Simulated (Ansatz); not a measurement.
Consider the hydrogenolysis of the Si–S bond: `F[Si]1(S)CC1` + H₂ → `F[SiH]1CC1` + H₂S.

Program: Ansatz. Geometries: PBE0-D4/def2-TZVP. ΔE: electronic, gas phase. CBS: MP2 limit from def2 TZ/QZ plus the TZ coupled-cluster correction, frozen cores. This one scheme is used for every species. Functionals use def2-TZVPP. HSE06 is defined as in plane-wave codes. Each species was taken in one conformer, which may not be the lowest.

(1) Is it downhill or uphill in electronic energy at CCSD(T)/CBS, and by how much? (Best estimate.)

(2) What do these levels give: PBE-D4, revPBE-D4, r2SCAN0-D4, HSE06-D4, BHLYP-D4, PBE, revPBE, r2SCAN0, CAM-B3LYP, MP2/def2-SVP, CCSD(T)/def2-SVP, MP2/def2-TZVPP? (Estimate.)

Largest T1 diagnostic among the species: 0.011.

Results:

(1) The calculation gave: Uphill: ΔE = +10.0 kcal/mol.

(2) The calculation gave: PBE-D4 11.7, revPBE-D4 12.7, r2SCAN0-D4 10.7, HSE06-D4 10.7, BHLYP-D4 8.8, PBE 10.1, revPBE 9.5, r2SCAN0 10.2, CAM-B3LYP 6.9, MP2/def2-SVP 8.1, CCSD(T)/def2-SVP 6.0, MP2/def2-TZVPP 11.4 kcal/mol.

Leaving LDA and LC-ωPBE aside and taking each functional with its dispersion term where it has one, the values, not all of them listed here, spread over 4.4 kcal/mol, from CAM-B3LYP-D4 to revPBE-D4. From PBE to PBE0 (25 % exact exchange), in def2-TZVPP and without D4, ΔE moves by −0.8 kcal/mol.
